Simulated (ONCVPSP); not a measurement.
## Mo (Z = 42), ONCV: configuration errors across variants

```json
{
  "Element": "Mo",
  "Generator": "ONCVPSP 4.0.1",
  "Type": "optimised norm-conserving Vanderbilt (ONCV)",
  "Functional": "PBEsol",
  "Relativity": "scalar-relativistic",
  "Frozen core": "[Ar] 3d10",
  "Valence charge": "14",
  "Reference configuration": "4s2 4p6 4d5.5 5s0.5",
  "Partial waves": "4s+5s: rc 1.45 bohr, ncon 4, nbas 7, qcut 8.2 1/bohr, 2 projectors; 4p: rc 2.00 bohr, ncon 4, nbas 8, qcut 6.3 1/bohr, 1 projector; 4d: rc 1.85 bohr, ncon 3, nbas 8, qcut 5.7 1/bohr, 2 projectors, debl 2.4 Ha; f scattering state at 0.39 Ha: rc 1.95 bohr, ncon 5, nbas 8, qcut 5.2 1/bohr, 2 projectors, debl 2 Ha",
  "Local potential": "polynomial inside 1.45 bohr (lpopt 5, dvloc0 0 Ha)",
  "Core correction": "none"
}
```

All-electron excitation energies from the reference (eV): (1) 4s2 4p6 4d5 5s1 -0.287; (2) 4s2 4p6 4d5 5s0 6.618; (3) 4s2 4p6 4d4 5s0 22.074; (4) 4s2 4p6 4d4 5s1 7.797.

3 further variants failed, have other tests or another functional or relativity, and are left out.

Errors AE − PS in meV (a dash: test not solved or not reliable):

| change | (1) | (2) | (3) | (4) | bound ghosts | GHOST(+) flags above zero |
| --- | --- | --- | --- | --- | --- | --- |
| base | +0.2 | -1.7 | -3.3 | +1.0 | none | s |
| core correction polynomial model core, fcfact 0.25 | +0.2 | -1.7 | -3.3 | +0.8 | none | s |
| f: debl 1.05 | +0.2 | -1.7 | -3.3 | +1.0 | none | s |
| f: rc 1.5 | +0.2 | -1.7 | -3.3 | +1.0 | none | s, f |
| s: ncon 3, nbas 6 | +0.2 | -1.7 | -3.3 | +0.9 | none | s |

Problem. Give the same row for: local potential polynomial inside 0.90 bohr (lpopt 5, dvloc0 6 Ha).

Solution. +0.3, -1.6, -2.7, +1.3; bound ghosts: none; GHOST(+) flags above zero: s.
